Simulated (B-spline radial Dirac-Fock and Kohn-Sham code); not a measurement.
# Binding energies of Dy at several levels of theory

System: atomic dysprosium, [Xe] 4f10 5d1 6s1 (not the ground configuration).

The density-functional columns are spherical, spin-unpolarised Dirac-Kohn-Sham results without Breit or QED terms: −ε is minus the orbital energy of the initial state and ΔSCF the difference of two total energies. The reference in the last column comes from relaxed Dirac-Fock hole states (ΔSCF) with Breit and QED corrections and a finite nucleus. All numbers are from an atomic code on a B-spline grid, in eV; a selection of levels is shown. For the 1s level of heavy atoms much of the gap between ΔSCF and the reference is the Breit and QED part, -238.7 eV here; for other levels the error of the functional can be larger.

```
level   LDA −ε  LDA ΔSCF  Dirac-Fock
   1s  53540.6   54012.9     53785.9
   2s   8911.9    8994.3      9052.8
2p1/2   8480.0    8586.0      8581.1
2p3/2   7680.7    7774.7      7790.1
   3s   1982.6    2004.0      2049.8
3p1/2   1793.5    1816.6      1845.4
3p3/2   1627.6    1648.7      1678.5
3d3/2   1301.0    1326.8      1331.6
3d5/2   1264.7    1289.8      1296.0
   4s    391.0     399.1       421.7
4p1/2    316.4     324.4       340.1
4p3/2    279.1     286.8       303.1
4d3/2    155.9     163.4       168.0
4d5/2    149.2     156.6       161.4
   4f     2.57      8.77        3.76
5p1/2    28.05     32.78       31.01
5p3/2    23.34     27.87       26.44
   5d     1.02      3.82        2.61
   6s     3.70      5.96        4.81
```

Values without a named source are computed, but for edge energies of neutral atoms, which are taken from tables.
